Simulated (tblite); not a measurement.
Species: C₄H₇ClSi.
SMILES with atom numbers: `[Cl:1][SiH2:2][C@H:3]1[CH:4]=[CH:5][CH2:6]1` (hydrogens: H7, H8 on Si2; H9 on C3; H10 on C4; H11 on C5; H12, H13 on C6)

Cartesian coordinates in Å at the GFN2-xTB level; atoms count from 1:
```
atom  x, y, z in Å
Cl1    2.474   -0.697   -1.937
Si2    1.791   -0.288   -0.081
C3    -0.080   -0.603   -0.038
C4    -0.798   -0.139    1.200
C5    -1.547    0.752    0.558
C6    -0.975    0.426   -0.790
H7     2.475   -1.168    0.864
H8     2.074    1.116    0.209
H9    -0.308   -1.638   -0.305
H10   -0.699   -0.442    2.226
H11   -2.295    1.464    0.856
H12   -0.442    1.238   -1.283
H13   -1.674   -0.019   -1.497
```

Computed values, GFN2-xTB/tblite, gas phase, harmonic and unscaled. Against measured fundamentals such values can be off by several per cent, at times by over 20. Modes of hydrogen on silicon can be 10 to 20 % off. One conformer, not necessarily the lowest.

Harmonic wavenumbers (cm⁻¹): 41.9, 106.4, 162.6, 253.5, 379.2, 477.7, 511.0, 568.6, 651.5, 703.9, 779.8, 792.2, 820.7, 875.9, 945.6, 989.3, 1001.4, 1035.1, 1049.8, 1136.5, 1166.2, 1195.0, 1216.2, 1256.6, 1458.2, 1654.5, 2260.7, 2283.3, 2932.6, 2979.7, 2999.0, 3107.3, 3126.3.

A = 6246, B = 1238, C = 1106 MHz; mass 118.001 u (most abundant isotopes); point group C1, symmetry number 1.

Task: Zero-point energy?

Result: Half the sum of the wavenumbers: 20459 cm⁻¹ = 58.49 kcal/mol.

Task: What is S at 350 K and 1 bar for an ideal gas of classical rigid rotors and harmonic oscillators?

Result: Translation 41.03, rotation 28.50, vibration 21.29: S = 90.8 cal/(mol K).

Task: And Cp and H(350 K) − H(0)?

Result: Cp = 31.84 cal/(mol K), of which vibrations give 23.89 (their classical limit is 33 R = 65.6); H(350 K) − H(0) = 6.72 kcal/mol without the zero-point energy, 3.94 from vibrations.

Task: How do the functions run with temperature in this model?

Result: 
```
 T (K)  S (cal/(mol K))  Cp (cal/(mol K))  H − H(0) (kcal/mol)  G − H(0) (kcal/mol)  ln q(vib)
    50             56.3              11.2                 0.47                -2.35       0.41
   100             65.0              14.0                 1.10                -5.40       1.17
298.15             86.0              28.0                 5.17               -20.48       4.22
373.15             92.9              33.5                 7.48               -27.19       5.43
   500            103.8              41.1                12.23               -39.68       7.52
   750            122.5              51.1                23.85               -68.05      11.62
  1000            138.2              57.3                37.46              -100.69      15.48
```

q(vib) and H(0) count from the zero-point level.

Task: Blend soft modes into free rotors: weight 1/[1 + (100 cm⁻¹/ν̃)⁴] for the oscillator and the rest for a rotor with moment μB/(μ + B), μ = h/(8π²ν), B = 10⁻⁴⁴ kg m². What vibrational entropy results?

Result: 19.40 cal/(mol K) in place of 21.29, which changes −T·S at 350 K by +0.66 kcal/mol.

Task: Which modes carry the vibrational entropy at 350 K?

Result: 41.9 cm⁻¹: 5.48; 106.4 cm⁻¹: 3.65; 162.6 cm⁻¹: 2.82; 253.5 cm⁻¹: 1.99; 379.2 cm⁻¹: 1.29; 477.7 cm⁻¹: 0.94 cal/(mol K); the other 27 give 5.11 together.

Hindered rotation and anharmonicity are outside this model. Other conformers, if any are populated, would add a mixing term that is left out. The structure is chiral; the term R ln 2 for an equal mix with its mirror image is left out.

On one thread, Intel Xeon at 2.50 GHz (x86_64), shared host with 64 logical CPUs at a one-minute load of 63, this took 1.2 s. The figure is for the frequency step alone.
